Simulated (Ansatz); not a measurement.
Input file for Ansatz (a quantum-chemistry and plane-wave program): R-PBE/def2-TZVPP on GeH4O2 (SMILES [OH][GeH2][OH]), a point of a torsion scan.

Ansatz 0.2 input:
```yaml
crystal:
  periodic: [false, false, false]
  atoms:
    - {symbol: O, position_ang: [1.36293328, 0.59313246, 0.32434948]}
    - {symbol: Ge, position_ang: [0.10760311, -0.56369305, -0.00792479]}
    - {symbol: O, position_ang: [-1.39864192, 0.29996018, -0.10850936]}
    - {symbol: H, position_ang: [1.23163041, 1.47695259, -0.01378964]}
    - {symbol: H, position_ang: [0.23530239, -1.15068226, -1.37484170]}
    - {symbol: H, position_ang: [0.16795291, -1.51893240, 1.14153730]}
    - {symbol: H, position_ang: [-1.73869729, 0.72346588, 0.67718765]}
basis:
  gaussian:
    orbitals: def2-TZVPP
hamiltonian:
  xc: {name: PBE}
scf: {lower_state_search: off}
```

The log:

```
WARN ansatz: RAYON_NUM_THREADS=1 ignored (pool sized by the plan → 1); use --threads N
Functional definition: PBE
these checks for a lower state are left out or cut short: stability, starts, cluster_reference, orbital_swaps, neighbouring_geometries, increment
integrals: 0.07 GiB planned
896 factors; their error is unknown
mean field: 0.54 GiB planned
mean field evaluation 1: about -60655.3363 eV, gradient 9.0e1 eV
mean field evaluation 2: about -60593.9749 eV, gradient 1.9e2 eV
mean field evaluation 4: about -60667.3150 eV, gradient 7.9e0 eV
mean field evaluation 8: about -60667.4085 eV, gradient 5.0e-2 eV
mean field evaluation 16: about -60667.3982 eV, gradient 6.1e-6 eV
mean field -60667.39820674 eV, -2229.4857622583 hartree, gradient 6.1e-6 eV, S^2 0.000000; 0 other end points of the search recorded, 0 dependent functions left out
reference -60667.39824117 eV, -2229.4857635235 hartree; 26, 26 occupied and 140, 140 virtual orbitals, 896 factors
Total energy: -60667.39824117 eV, -2229.4857635235 hartree
Checks for a lower state left out: stability, starts, cluster_reference, orbital_swaps, neighbouring_geometries, increment
```

The run converged.

Cost: roughly 1.9 core-seconds.
